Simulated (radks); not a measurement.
Problem. Radial electron density D(r) = 4 pi r^2 rho(r) of an atom or ion with 57 electrons. All-electron calculation, scalar-relativistic Kohn-Sham, SCAN, spin-polarised, spherical densities, finite nucleus; meta-GGA in the generalised Kohn-Sham scheme; Fermi nuclear charge, rms radius of each element as measured or else 0.836 A^(1/3) + 0.57 fm. Program: a radial shooting solver on a logarithmic mesh with Libxc functionals.

```
   r/bohr * D(r) (the largest magnitude, 100, reaches the edge; | marks zero)
 0.004439 |              *
 0.005127 |                 *
 0.005969 |                     *
 0.006893 |                        *
 0.008025 |                            *
 0.009268 |                                *
  0.01079 |                                   *
  0.01246 |                                      *
  0.01451 |                                        *
  0.01675 |                                         *
   0.0195 |                                        *
   0.0227 |                                       *
  0.02622 |                                     *
  0.03052 |                                    *
  0.03525 |                                    *
  0.04104 |                                      *
   0.0474 |                                          *
  0.05518 |                                               *
  0.06372 |                                                    *
  0.07418 |                                                      *
  0.08567 |                                                     *
  0.09974 |                                                *
   0.1152 |                                           *
   0.1341 |                                       *
   0.1549 |                                        *
   0.1803 |                                            *
   0.2082 |                                              *
   0.2424 |                                            *
   0.2799 |                                     *
   0.3259 |                          *
   0.3764 |                  *
   0.4381 |                *
   0.5101 |                  *
   0.5891 |                   *
   0.6858 |                 *
    0.792 |             *
    0.922 |         *
    1.065 |      *
     1.24 |    *
    1.432 |    *
    1.667 |   *
    1.925 |  *
    2.241 | *
    2.588 |*
    3.013 |*
    3.479 *
     4.05 *
    4.678 *
    5.445 *
    6.289 *
    7.321 *
    8.455 *
    9.843 *
```

What is the nuclear charge?

Solution. Z = 58. The innermost maximum, from 1s, lies near gamma/Z bohr with gamma = sqrt(1 - (Z/c)^2) = 0.906, here 0.0156 bohr (found: 0.0172), and its height grows with Z. The density is that of the cerium ion Ce+ in [Xe] 4f1 5d2; the configuration itself is not fixed sharply by these data, and Z only to a few units. D(r) has 4 maxima, at r = 0.0172, 0.0760, 0.213, 0.594 bohr, and minima at 0.0331, 0.141, 0.435 bohr, inside which lie 1.97, 11.15, 28.99 electrons.
